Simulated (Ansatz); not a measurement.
# Worked example: InH(CH3)Cl + CH2ClI → InHCl2 + C2H5I

Species: InH(CH3)Cl, singlet; CH2ClI (chloroiodomethane) `ClCI`, singlet; InHCl2 `[Cl][InH][Cl]`, singlet; C2H5I (iodoethane) `CCI`, singlet. The partners trade CH3 for Cl: In–CH3 and C–Cl bonds give way to In–Cl and C–CH3.

Shapes, held fixed at every level: PBE0-D4/def2-TZVP. Programs: Ansatz 0.2.0. The zero-point and thermal change to 298 K, harmonic and unscaled (PBE0-D4/def2-TZVP), is +6.1 kJ/mol.

At CCSD(T)/def2-TZVPP; 1 Eh = 2625.50 kJ/mol:

```
   species   energy (Eh)
InH(CH3)Cl   -689.691849
    CH2ClI   -796.094860
    InHCl2  -1109.633510
     C2H5I   -376.217188
```

**Question.** Work out ΔH(298 K) of the reaction at this level.

**Answer.** 
1. Products less reactants: (-1109.633510) + (-376.217188) − [(-689.691849) + (-796.094860)] = -0.063989 Eh = -168.0 kJ/mol.
2. With the thermal change: -168.0 + (+6.1) = -161.9 kJ/mol.

Other levels give -189.5 (CCSD/def2-SVP) to -152.4 kJ/mol (PBE-D4/def2-TZVPP). No measured value is set beside it here. For atoms past krypton def2 sets carry core potentials with scalar relativity. Outer-core shells of I, In are correlated, in sets that cover them unevenly.
